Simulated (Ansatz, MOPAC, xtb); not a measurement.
Diatomic GeCl, multiplicity 2 (the spin of the measured ground state). No spin–orbit coupling. Ge is treated without relativity.

The constants come from a fifth-degree fit in 1/R (seven points, main isotopes). Runs in def2 and cc sets follow the lowest solution found near the PBE0 minimum.

Correlated levels freeze the inner cores; with def2 sets outer-core shells near the valence are correlated too. CBS: X⁻³ extrapolation of the correlation energy, Hartree–Fock from the larger set. The state that PM3 reach isn't checked.

Programs: Ansatz (a first-principles code) with Gaussian orbitals; MOPAC for PM3 (differences of heats of formation); xtb for the GFN methods. Values without a source in brackets are computed. The GFN methods have no spin term and hold the electronic entropy of 300 K.

D_e counts from each atom's lowest state at the same level, without counterpoise or zero-point energy.

```csv
level,r_e (Å),ω_e (cm⁻¹),ω_e x_e (cm⁻¹),D_e (eV),dipole (D)
PM3,2.204,288,-3.8,-,-
GFN1-xTB,2.169,358,1.1,-,-
GFN2-xTB,2.155,?,0.15,-,-
B3LYP/def2-TZVPP,2.197,390,1.3,4.07,1.80
CAM-B3LYP/def2-TZVPP,2.176,405,1.3,4.05,1.79
B2PLYP/def2-TZVPP,2.184,402,1.3,4.06,-
CCSD/def2-TZVPP,2.174,415,1.3,3.77,-
"CCSD(T)/CBS(def2-TZVPP, def2-QZVPP)",?,?,1.4,-,-
```

Task: Some entries are withheld; supply them.

Result: 
- CCSD(T)/CBS(def2-TZVPP, def2-QZVPP), r_e (Å): 2.160
- CCSD(T)/CBS(def2-TZVPP, def2-QZVPP), ω_e (cm⁻¹): 414
- GFN2-xTB, ω_e (cm⁻¹): 361

Measured for the ground state: r_e 2.164 Å, ω_e 405.79 cm-1, ω_e x_e 1.569 cm-1, B_e 0.15168 cm-1, α_e 0.00075385 cm-1 [NIST CCCBDB]. D_0 4.012 ± 0.099 eV (a handbook's tabulated 298 K bond energy less 3RT/2; such tables hold older values) [Luo, bond dissociation energies, CRC Handbook].
